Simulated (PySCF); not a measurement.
Species: C2H12OSi4.
Numbering: `[CH3:1][O:2][CH2:3][SiH:4]1[SiH2:5][SiH2:6][SiH2:7]1`

Geometry (GFN2-xTB, Å), atoms numbered from 1 in this order:
```
atom  x, y, z in Å
C1     2.3097    0.7901   -0.8825
O2     1.1382    0.2021   -0.3879
C3     1.2757   -1.1594   -0.0136
Si4   -0.5014   -1.5390    0.5843
Si5   -0.9562    0.3370    1.9461
Si6   -1.9670    1.3868    0.0946
Si7   -1.7966   -0.6018   -1.1569
H8     2.0678    1.8225   -1.1310
H9     2.6638    0.2704   -1.7820
H10    3.1092    0.7711   -0.1308
H11    1.6003   -1.7583   -0.8736
H12    2.0447   -1.2631    0.7618
H13   -0.4623   -2.9565    1.0041
H14   -1.8614    0.0740    3.0796
H15    0.1842    0.9972    2.5963
H16   -1.2624    2.5548   -0.4508
H17   -3.3270    1.9131    0.3029
H18   -1.1916   -0.5463   -2.4950
H19   -3.0774   -1.2853   -1.4140
```

Probes without a nucleus sit at each ring's centroid and 1 Å off its mean plane on both sides; NICS is minus the shielding there, NICSzz its component along the normal. Level: GIAO PBE0/pcSseg-1 (PySCF, non-relativistic, gas phase) on the GFN2-xTB geometry, one conformer.

Ring bond lengths (Å), with Mayer bond orders in brackets: Si4–Si5 2.362 (0.87), Si5–Si6 2.356 (0.85), Si6–Si7 2.356 (0.85), Si7–Si4 2.364 (0.87).

Q: What do the NICS probes read (ppm)?

A: 
```
           ring                                                type  NICS(0)  NICS(1), two faces  NICS(1)zz, two faces  rms pucker (Å)  centre to ring atoms, mean (Å)
Si4–Si5–Si6–Si7  4-membered ring with 4 Si; formal bonds all single      1.4         -0.5 / -1.5            5.8 / -0.9            0.08                            1.67
```

Q: What do they say, and how far can they be read as aromaticity?

A: 
- Si4–Si5–Si6–Si7: mean NICS(1)zz 2.4 ppm, near zero. Si4, Si5, Si6, Si7 have four or more neighbours, so the value isn't read as a sign of a π ring current. The two faces differ by 6.7 ppm, so no symmetry operation interchanges them.

Q: What field does 11.7 T along the ring normal induce along that normal at the second NICS(1) probe listed for ring Si4–Si5–Si6–Si7, 1 Å off the ring?

A: NICSzz × B0 = -0.9 ppm × 11.7 T = -11 μT, against the applied field.

Q: Give the inner angles of the rings and the Hirshfeld charges of the ring atoms.

A: 
- Si4–Si5–Si6–Si7: Si4 90.2° (+0.172 e), Si5 89.0° (+0.136 e), Si6 90.6° (+0.142 e), Si7 89.0° (+0.136 e); sum 358.9° against 360° for a flat convex ring.

Q: What are the shieldings of the ring atoms and their hydrogens in the same run (means over atoms taken as equivalent)?

A: 
```csv
atoms,environment,σ isotropic (ppm)
Si4,SiH silicon,390.8
Si5 (×2),SiH2 silicon,431.9
Si6,SiH2 silicon,448.0
H13,Si–H hydrogen,26.97
H14 (×2),Si–H hydrogen,27.49
H15 (×2),Si–H hydrogen,27.56
H16,Si–H hydrogen,27.70
H17,Si–H hydrogen,27.66
```
